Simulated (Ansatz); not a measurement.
Relaxation of C2H6ClFSi (11 atoms, charge 0, multiplicity 1), to a largest force component of 0.015 eV/Å in at most 40 steps.

The calculation used RKS r2SCANh-D4/6-31G (Ansatz).

```xyz
11
Properties=species:S:1:pos:R:3
F -0.265 -0.045 2.034
C 0.641 -0.376 1.132
Cl 1.394 -1.849 1.734
C 0.076 -0.631 -0.219
Si 1.317 -1.285 -1.468
H 1.405 0.430 1.095
H -0.778 -1.267 -0.215
H -0.260 0.349 -0.640
H 2.509 -0.345 -1.610
H 1.838 -2.563 -0.916
H 0.701 -1.497 -2.766
```

Question: Where does it end, and by what steps?

Answer: The forces met the threshold. The force dipped under the threshold on the way, but the program's further checks kept it going. Limits of this set-up: no polarisation functions. After 9 steps the energy has fallen by 0.569 eV; H10 moved furthest, 0.41 Å.

```
step  energy less start (eV)  largest force component (eV/Å)  accepted
   0                  0.0000                           3.171       yes
   1                 -0.4672                           1.310       yes
   2                 -0.5522                           0.422       yes
   3                 -0.5609                           0.166       yes
   4                 -0.5644                           0.061       yes
   5                 -0.5670                           0.147       yes
   6                 -0.5683                           0.100       yes
   7                 -0.5687                           0.033       yes
   8                 -0.5689                           0.010       yes
   9                 -0.5690                           0.004       yes
```

```xyz
11
Properties=species:S:1:pos:R:3
F -0.357 0.173 1.970
C 0.657 -0.292 1.105
Cl 1.465 -1.764 1.958
C 0.070 -0.691 -0.213
Si 1.360 -1.318 -1.502
H 1.437 0.465 1.062
H -0.693 -1.459 -0.052
H -0.434 0.191 -0.628
H 2.590 -0.462 -1.412
H 1.722 -2.747 -1.259
H 0.760 -1.173 -2.869
```

Whether the end is a true minimum wasn't checked by a vibrational analysis.

The run took 25 s on 1 thread of AMD EPYC 9B45 (Zen 5), with other jobs on the host, peak memory 0.2 GiB.
